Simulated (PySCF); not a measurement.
C4H12N (SMILES C[N+](C)(C)C), charge +1, singlet, geometry from GFN2-xTB, with bond 14-4 at 2.0 times its length; DF-HF/6-31G* in PySCF.

The PySCF input:
```python
from pyscf import gto, scf

mol = gto.M(
    atom='''
C    -0.25342698   -0.62284191   -1.31180330
N     0.00000000    0.00000000    0.00000000
C     0.06935110    1.46414215   -0.15640771
C    -1.09357093   -0.34391601    0.92671979
C     1.27764681   -0.49738422    0.54149121
H    -1.19490808   -0.26461226   -1.72465318
H    -0.30728344   -1.70556675   -1.21197051
H     0.54700929   -0.37735136   -2.00764548
H     0.25631726    1.93850254    0.80545821
H    -0.86842299    1.84634022   -0.55598820
H     0.87349438    1.73360112   -0.83898050
H    -2.04470084    0.01751703    0.53957871
H    -1.15707621   -1.42343746    1.05226138
H    -0.74635027    0.56327471    2.87533045
H     1.24137430   -1.57866821    0.66260856
H     2.09566703   -0.25045282   -0.13306641
H     1.47848991   -0.04555140    1.51137230
''',
    basis='6-31g*',
    charge=1,
    verbose=4,
)

mf = scf.RHF(mol)
mf.level_shift = 0.3
mf.max_cycle = 100
mf = mf.density_fit(auxbasis='def2-universal-jkfit')
mf.kernel()
```

**Question.** What does PySCF print? Leave out banner, timings and long lists.

**Answer.** 
```
PySCF version 2.14.0

[INPUT] verbose = 4
[INPUT] num. atoms = 17
[INPUT] num. electrons = 42
[INPUT] charge = 1
[INPUT] spin (= nelec alpha-beta = 2S) = 0
[INPUT] symmetry False subgroup None
[INPUT] Mole.unit = angstrom
[INPUT] Symbol           X                Y                Z      unit          X                Y                Z       unit  Magmom
[...]
nuclear repulsion = 213.29720004973
number of shells = 54
number of NR pGTOs = 183
number of NR cGTOs = 94
basis = 6-31g*
ecp = {}

******** <class 'pyscf.df.df_jk.DFRHF'> ********
method = DFRHF
initial guess = minao
damping factor = 0
level_shift factor = 0.3
DIIS = <class 'pyscf.scf.diis.CDIIS'>
diis_start_cycle = 1
diis_space = 8
diis_damp = 0
SCF conv_tol = 1e-09
SCF conv_tol_grad = None
SCF max_cycles = 100
direct_scf = False
Set gradient conv threshold to 3.16228e-05
Initial guess from minao.
******** <class 'pyscf.df.df.DF'> ********
auxbasis = def2-universal-jkfit
init E= -213.453755166063
[...]
cycle= 1 E= -212.255765253701  delta_E=  1.2  |g|= 0.864  |ddm|= 3.15
[...]
cycle= 2 E= -212.465915065372  delta_E= -0.21  |g|= 0.325  |ddm|= 1.02
[...]
cycle= 3 E= -212.490030985951  delta_E= -0.0241  |g|= 0.0782  |ddm|= 0.286
[...]
cycle= 4 E= -212.492180146481  delta_E= -0.00215  |g|= 0.0254  |ddm|= 0.106
[...]
cycle= 5 E= -212.49244414031  delta_E= -0.000264  |g|= 0.00745  |ddm|= 0.0371
[...]
cycle= 6 E= -212.492480723765  delta_E= -3.66e-05  |g|= 0.00262  |ddm|= 0.0151
[...]
cycle= 7 E= -212.492485969509  delta_E= -5.25e-06  |g|= 0.000967  |ddm|= 0.00596
[...]
cycle= 8 E= -212.492486723639  delta_E= -7.54e-07  |g|= 0.000335  |ddm|= 0.00231
[...]
cycle= 9 E= -212.492486829922  delta_E= -1.06e-07  |g|= 0.000115  |ddm|= 0.000949
[...]
cycle= 10 E= -212.492486842896  delta_E= -1.3e-08  |g|= 4.22e-05  |ddm|= 0.000334
[...]
cycle= 11 E= -212.492486844684  delta_E= -1.79e-09  |g|= 1.65e-05  |ddm|= 0.000121
[...]
cycle= 12 E= -212.492486844963  delta_E= -2.79e-10  |g|= 6.33e-06  |ddm|= 4.56e-05
[...]
Extra cycle  E= -212.492486845008  delta_E= -4.53e-11  |g|= 4.08e-06  |ddm|= 1.82e-05
converged SCF energy = -212.492486845008
```
